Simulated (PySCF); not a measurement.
H₃MoNO₃, SMILES [Mo]([OH])([OH])(=[NH])=[O], multiplicity 1. Coordinates come from a PBE-D3(BJ)/def2-SVP optimisation. The spin state was assumed, not searched. The structure was generated by enumeration; whether it is a known compound was not checked. The def2 effective core potentials stand for the cores of Mo; spin–orbit coupling is left out. Other conformers were not sampled.

Computed with PBE-D3(BJ)/def2-SVP (PySCF).

Harmonic wavenumbers (cm⁻¹): 199, 228, 232, 251, 266, 291, 342, 510, 600, 639, 649, 705, 758, 962, 996, 3486, 3745, 3749. Rotational constants (GHz): 3.673, 3.346, 3.171; symmetry number 1.

**Question.** Work out the zero-point energy and the ideal-gas rigid-rotor harmonic-oscillator thermochemistry at 298.15 K and 1 atm.

**Answer.** ZPE = ½ Σ hcν = ½ × 18607 cm⁻¹ = 26.60 kcal/mol. H − E(el) = 31.65 kcal/mol. Entropy in cal/(mol K): translation 41.14, rotation 26.51, vibration 14.51, total 82.16. G − E(el) = 7.16 kcal/mol. Cp = 26.64 cal/(mol K).
